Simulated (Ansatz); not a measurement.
Compare A (`NCS[SiH3]`) with its isomer B (`NC([SiH3])S`).

Gas-phase electronic energies from Ansatz, PBE0-D4/def2-TZVP geometries. CCSD(T)/CBS adds triple-zeta CCSD(T) − MP2 to the extrapolated MP2 energy (def2 sets, frozen cores). DFT in def2-TZVPP. B3LYP here is the variant with VWN-RPA as its local correlation; programs differ in this. Each species was taken in one conformer, which may not be the lowest.

Which isomer does CCSD(T)/CBS put lower? Give the gap. (Estimate.)

The calculation gave: A, by 58.7 kJ/mol.

Give E(B) − E(A) in kJ/mol with B3LYP-D4, PBE-D4, B2PLYP, B3LYP, ωB97M-V, CCSD(T)/def2-TZVPP, HF/def2-TZVPP. (Estimate.)

Ansatz gave: B3LYP-D4 59.0, PBE-D4 59.6, B2PLYP 60.7, B3LYP 62.2, ωB97M-V 57.0, CCSD(T)/def2-TZVPP 56.6, HF/def2-TZVPP 66.9. None reverses the order clearly.

Largest T1 diagnostic: 0.011.

In def2-TZVPP, CCSD(T) changes the Hartree–Fock value by −10.4 kJ/mol (the triples alone add −0.8 kJ/mol) and MP2 by −8.6 kJ/mol. The D4 term adds −3.3 kJ/mol with B3LYP and −1.6 kJ/mol with PBE0; it sums over pairs of atoms, weighted by their polarisabilities, and B3LYP, whose exchange is more repulsive, gets the larger term.
